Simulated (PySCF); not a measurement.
Ionisation energy along the 14-electron series

Calculated with PySCF 2.14 and a two-component X2C-1e Hamiltonian (Gaussian nucleus, no Breit or QED terms), each ion in its own even-tempered basis scaled to its charge; GMP2 freezes 1s2 and drops the highest virtual spinors. Values in eV. NIST values: (m) measured, (s) semi-empirical, (t) theoretical.

```json
{"ion": "Sn³⁶⁺", "configuration": "[Ne] 3s2 3p2", "GHF (spin-free)": "2408.6", "GMP2 (spin-free)": "2409.3", "GHF (screened spin-orbit)": "2439.3", "GMP2 (screened spin-orbit)": "2441.2", "NIST": "2443 ± 5 (s)"}
{"ion": "Te³⁸⁺", "configuration": "[Ne] 3s2 3p2", "GHF (spin-free)": "2662.4", "GMP2 (spin-free)": "2663.1", "GHF (screened spin-orbit)": "2700.8", "GMP2 (screened spin-orbit)": "2702.6", "NIST": "2700 ± 4 (t)"}
```

(1) Fill in the row of Sb³⁷⁺.

Results:

(1) configuration: [Ne] 3s2 3p2; GHF (spin-free): 2533.8; GMP2 (spin-free): 2534.5; GHF (screened spin-orbit): 2568.3; GMP2 (screened spin-orbit): 2570.1; NIST: 2567 ± 4 (t).
